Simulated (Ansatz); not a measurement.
```yaml
crystal:
  periodic: [false, false, false]
  atoms:
    - {symbol: O, position_ang: [1.741806, 1.022289, -1.558970]}
    - {symbol: Zr, position_ang: [0.683833, -0.375840, -0.717291]}
    - {symbol: O, position_ang: [1.969704, -1.619314, 0.046370]}
    - {symbol: O, position_ang: [-0.161556, -1.336996, -2.179651]}
    - {symbol: C, position_ang: [-0.088990, 1.398178, 0.929670]}
    - {symbol: C, position_ang: [-1.139703, 1.233095, -0.000650]}
    - {symbol: C, position_ang: [-1.674545, -0.059578, 0.173671]}
    - {symbol: C, position_ang: [-0.946997, -0.699482, 1.197335]}
    - {symbol: C, position_ang: [0.030181, 0.206297, 1.668188]}
    - {symbol: H, position_ang: [1.969040, 1.942893, -1.645606]}
    - {symbol: H, position_ang: [2.312382, -2.085726, 0.802500]}
    - {symbol: H, position_ang: [-0.930683, -1.674879, -2.627408]}
    - {symbol: H, position_ang: [0.529638, 2.276567, 1.038540]}
    - {symbol: H, position_ang: [-1.467319, 1.964597, -0.725093]}
    - {symbol: H, position_ang: [-2.482248, -0.493495, -0.396247]}
    - {symbol: H, position_ang: [-1.100659, -1.708543, 1.551440]}
    - {symbol: H, position_ang: [0.756117, 0.009938, 2.443212]}
basis:
  gaussian: {orbitals: def2-TZVP}
hamiltonian: {xc: {name: wB97X}}
```

```sh
$ ansatz run in.yaml --threads 4 --pin off --events-out ev --progress --plain --max-ram 41984MiB --backend cuda --devices 0, --max-vram 37GiB
```

Output, abridged:

```
Functional definition: wB97X
2057 factors; their error is unknown
536 factors; integrals over basis functions are off by at most 6.5e-6 eV
mean field evaluation 1: about -12726.0691 eV, gradient 1.0e2 eV
mean field evaluation 2: about -12718.4873 eV, gradient 1.3e2 eV
mean field evaluation 4: about -12744.5478 eV, gradient 4.1e0 eV
mean field evaluation 8: about -12744.5898 eV, gradient 7.4e-2 eV
mean field evaluation 16: about -12744.5849 eV, gradient 4.1e-4 eV
mean field -12744.58490854 eV, -468.3548567991 hartree, gradient 4.3e-5 eV, S^2 0.000000; 0 other end points of the search recorded, 0 dependent functions left out
reference -12744.58484445 eV, -468.3548544437 hartree; 37, 37 occupied and 299, 299 virtual orbitals, 2057 factors
Total energy: -12744.58484445 eV, -468.3548544437 hartree
```

Hardware: 4 threads of an AMD EPYC 7R13 on a shared host and a share of an NVIDIA H100 80 GB. Wall time 3.7 s, peak host memory 0.99 GiB.
